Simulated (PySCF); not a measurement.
Predicted microwave data (PBE0/pcSseg-1 in PySCF (dipole) on a GFN2-xTB geometry, gas phase) for one isomer of C6H13ClO2S:

| Property | Result |
| --- | --- |
| Rotational constants | A = 1657, B = 567.1, C = 510.1 MHz |
| Dipole components | \|μa\| = 4.23 D, \|μb\| = 1.57 D, \|μc\| = 1.01 D |
| Inertial defect | -205.31 u·Å² |
| κ | -0.90 |

Problem. Which candidate fits, each taken in the one conformer that was computed?
A. `[CH3:1][CH:2]([CH3:3])[C@@H:4]([CH3:5])[CH2:6][S:7](=[O:8])(=[O:9])[Cl:10]` with C1–C2–C4–C5 163°, C2–C4–C6–S7 170°, C4–C6–S7–O8 -41°
B. `[CH3:1][C:2]([CH3:3])([CH3:4])[CH2:5][CH2:6][S:7](=[O:8])(=[O:9])[Cl:10]` with C2–C5–C6–S7 177°, C5–C6–S7–O8 180°
C. `[CH3:1][CH2:2][C@@H:3]([CH3:4])[C@H:5]([CH3:6])[S:7](=[O:8])(=[O:9])[Cl:10]` with C1–C2–C3–C4 175°, C2–C3–C5–C6 -71°, C3–C5–S7–O8 88°
D. `[CH3:1][CH2:2][CH2:3][C:4]([CH3:5])([CH3:6])[S:7](=[O:8])(=[O:9])[Cl:10]` with C1–C2–C3–C4 180°, C2–C3–C4–C5 -66°, C3–C4–S7–O8 -175°
E. `[CH3:1][CH:2]([CH3:3])[C:4]([CH3:5])([CH3:6])[S:7](=[O:8])(=[O:9])[Cl:10]` with C1–C2–C4–C5 53°, C2–C4–S7–O8 -170°

Solution. A. It is CC(C)[C@@H](C)CS(=O)(=O)Cl, a near-prolate asymmetric top, point group C1. The candidates at the same level (rigid rotor, commonest isotopes):

| SMILES | A (MHz) | B (MHz) | C (MHz) | μa (D) | μb (D) | μc (D) | Δ (u·Å²) | point group | rotor |
| --- | --- | --- | --- | --- | --- | --- | --- | --- | --- |
| CC(C)(C)CCS(=O)(=O)Cl | 1737 | 522.1 | 484.8 | 4.55 | 0.64 | 1.23 | -216.57 | C1 | near-prolate asymmetric top |
| CCCC(C)(C)S(=O)(=O)Cl | 1428 | 689.4 | 609.0 | 4.45 | 0.80 | 1.96 | -257.15 | C1 | asymmetric top |
| CC(C)C(C)(C)S(=O)(=O)Cl | 1363 | 827.1 | 788.4 | 4.39 | 0.40 | 1.73 | -340.91 | C1 | asymmetric top |
| CC[C@@H](C)[C@H](C)S(=O)(=O)Cl | 1546 | 656.8 | 595.4 | 4.01 | 1.85 | 1.62 | -247.65 | C1 | asymmetric top |
| CC(C)[C@@H](C)CS(=O)(=O)Cl | 1657 | 567.1 | 510.1 | 4.23 | 1.57 | 1.01 | -205.31 | C1 | near-prolate asymmetric top |

`CC[C@@H](C)[C@H](C)S(=O)(=O)Cl` has C 17 % too high; `CC(C)(C)CCS(=O)(=O)Cl` has B 8 % too low; `CCCC(C)(C)S(=O)(=O)Cl` has B 22 % too high; `CC(C)C(C)(C)S(=O)(=O)Cl` has C 55 % too high. No structure here is proved a minimum.
